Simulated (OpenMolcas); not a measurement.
# Ti2+: moving the ligands

Ti2+ with 6 ligands (water) in trigonal antiprismatic coordination (D3d) at 2.22 Å, a polar angle of 57.5° against the regular 54.74°. Ligand basis ANO-RCC-VDZP.
```
Ti    0.0000    0.0000    0.0000
O     0.0000    1.8718    1.1937
H    -0.7797    2.3582    1.5040
H     0.7797    2.3582    1.5040
O    -1.6210   -0.9359    1.1937
H    -2.4322   -0.5038    1.5040
H    -1.6524   -1.8544    1.5040
O     1.6210   -0.9359    1.1937
H     2.4322   -0.5038    1.5040
H     1.6524   -1.8544    1.5040
O     0.0000   -1.8718   -1.1937
H    -0.7797   -2.3582   -1.5040
H     0.7797   -2.3582   -1.5040
O     1.6210    0.9359   -1.1937
H     1.6524    1.8544   -1.5040
H     2.4322    0.5038   -1.5040
O    -1.6210    0.9359   -1.1937
H    -1.6524    1.8544   -1.5040
H    -2.4322    0.5038   -1.5040
```

```
Program             : OpenMolcas 26.06
Method              : CASSCF
Basis               : ANO-RCC-VDZP [5s4p2d1f]
Scalar Hamiltonian  : DKH2, point nucleus
Active space        : 2 electrons in 5 orbitals (3d)
State averaging     : 2S+1 = 3 even, 10 roots; 2S+1 = 1 even, 15 roots
Spin-orbit coupling : RASSI with atomic mean-field integrals over the reference wave functions
```

Runs around this geometry, states. Energies in cm-1 above the lowest state or level, χT in cm3 K/mol.

```csv
R (Å),Polar angle / regular,Ground state,First state of that spin,First gap with spin-orbit (degeneracies),χT at 300 K,First state of another spin
2.22,0.987,2S+1 = 3,2091,"2.1 (1, 2)",1.024,2S+1 = 1: 11657
2.17,1.05,2S+1 = 3,2546,"1.8 (1, 2)",1.021,2S+1 = 1: 11814
2.22,1.05,2S+1 = 3,2220,"2.1 (1, 2)",1.025,2S+1 = 1: 11900
2.29,1.05,2S+1 = 3,1835,"2.5 (1, 2)",1.031,2S+1 = 1: 11986
```

Without dynamic correlation the repulsion within the d shell is too large (B by tens of per cent), so at a given field states of lower spin stand too high. Ligand-to-metal charge-transfer states are missing. With no ligand orbital active B as a rule stays too high, so bands that hang on it stand too high and its fall with covalency is understated. With metal d orbitals alone and no dynamic correlation the field as a rule comes out too small, by tens of per cent, by up to half for chloride and softer ligands. No measured value stands beside these numbers; the geometry was imposed, not optimised, and the real ion may take another.

A state without a sure symmetry label is named by its multiplicity alone.
